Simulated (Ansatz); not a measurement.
Z-matrix (Å, degrees):
```
C
Si 1 1.908
B 1 1.530 2 104.1
H 1 1.093 2 104.5 3 -122.3
H 1 1.093 2 104.5 3 121.1
Si 2 2.343 1 112.7 3 -48.5
H 2 1.488 1 109.7 3 73.3
H 2 1.489 1 108.0 3 -169.1
H 3 1.199 1 120.3 2 88.5
H 3 1.198 1 121.0 2 -86.5
H 6 1.488 2 110.0 1 -173.1
H 6 1.488 2 110.6 1 66.8
H 6 1.488 2 110.3 1 -53.3
```

Total charge 0; spin multiplicity 1.

(1) List the PBE0/def2-TZVPP orbital energies in eV (Ansatz 0.2.0). (Best estimate.)

## Answers

(1) Ansatz gave: Occupied: -1802.77, -1802.45, -277.93, -184.55, -145.10, -144.83, -99.76, -99.75, -99.74, -99.48, -99.48, -99.48, -20.06, -15.64, -14.05, -13.62, -12.35, -10.62, -10.07, -9.93, -9.46, -9.12, -8.94, -8.23. Lowest empty: -1.43, 0.06, 0.40, 0.70, 1.09, 1.46, 1.88, 2.04.
